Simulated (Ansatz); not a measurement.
Total energies of `CCCCCCCCCC` from Ansatz at PBE0-D4/def2-TZVP, gas phase (1 Eh = 27.2114 eV = 2625.5 kJ/mol). The reference geometry is relaxed at PBE-D4/def2-SVP.

```csv
atom,x (Å),y (Å),z (Å)
C1,-1.545,0.001,-5.150
C2,-0.790,0.315,-3.857
C3,-1.425,-0.306,-2.610
C4,-0.679,0.005,-1.310
C5,-1.317,-0.631,-0.070
C6,-0.638,-0.277,1.260
C7,0.802,-0.788,1.398
C8,1.425,-0.578,2.785
C9,1.617,0.887,3.194
C10,2.306,1.049,4.549
H11,-1.596,-1.093,-5.331
H12,-1.061,0.464,-6.033
H13,-2.590,0.375,-5.107
H14,-0.723,1.418,-3.721
H15,0.263,-0.038,-3.943
H16,-1.490,-1.411,-2.742
H17,-2.480,0.043,-2.522
H18,0.376,-0.333,-1.410
H19,-0.626,1.109,-1.170
H20,-1.328,-1.738,-0.193
H21,-2.385,-0.325,-0.022
H22,-0.662,0.828,1.394
H23,-1.244,-0.694,2.096
H24,1.450,-0.302,0.635
H25,0.817,-1.874,1.157
H26,2.413,-1.089,2.818
H27,0.797,-1.090,3.550
H28,2.209,1.408,2.407
H29,0.633,1.404,3.218
H30,3.314,0.581,4.549
H31,2.434,2.116,4.823
H32,1.721,0.564,5.359
```

```
                state                    geometry  energy (Eh)
     charge 0 singlet                   reference   -393.98999
     charge 1 doublet                   reference   -393.62000
     charge 1 doublet  relaxed at PBE-D4/def2-SVP   -393.63471
    charge -1 doublet                   reference   -393.90637
free C atom (triplet)                           –    -37.80537
free H atom (doublet)                           –     -0.50104
```

**Question.** Work out the vertical ionisation energy to the doublet.

**Answer.** E(charge 1 doublet) − E(charge 0 singlet) = -393.62000 − (-393.98999) = 0.36999 Eh = 10.07 eV. For comparison, −ε of the highest occupied level is 8.53 eV at this level, 1.54 eV less.

**Question.** Work out the vertical electron affinity, to the doublet.

**Answer.** E(charge 0 singlet) − E(charge -1 doublet) = -393.98999 − (-393.90637) = -0.08362 Eh = -2.28 eV; negative, so the extra electron isn't bound. The basis lacks diffuse functions, which makes affinities too small.

**Question.** Give the fundamental gap IE − EA, the Mulliken electronegativity (IE + EA)/2 and the hardness (IE − EA)/2.

**Answer.** From the values in Eh: IE − EA = 0.36999 − (-0.08362) = 0.45361 Eh = 12.34 eV; (IE + EA)/2 = 3.90 eV; (IE − EA)/2 = 6.17 eV. The HOMO–LUMO gap of the same run is 9.71 eV, 2.63 eV smaller than the fundamental gap.

**Question.** How much does the charge 1 doublet relax, and what is the adiabatic ionisation energy?

**Answer.** Relaxation: -393.62000 − (-393.63471) = 0.01471 Eh = 0.40 eV. Adiabatic ionisation energy: 0.35528 Eh = 9.67 eV, without zero-point energy. 

**Question.** What is the binding energy per atom against free atoms?

**Answer.** Atoms: 10 × (-37.80537) + 22 × (-0.50104) = -389.07658 Eh. Binding: -389.07658 − (-393.98999) = 4.91341 Eh = 133.70 eV, or 4.18 eV for each of 32 atoms (no zero-point energy, no counterpoise term).

At PBE0-D4/def2-TZVP the highest occupied level of the charge -1 doublet lies above zero (up to 3.30 eV). By energy differences it is unbound by 2.28 eV (vertical, to the charge 0 singlet, at PBE0-D4/def2-TZVP) and held by the finite basis.
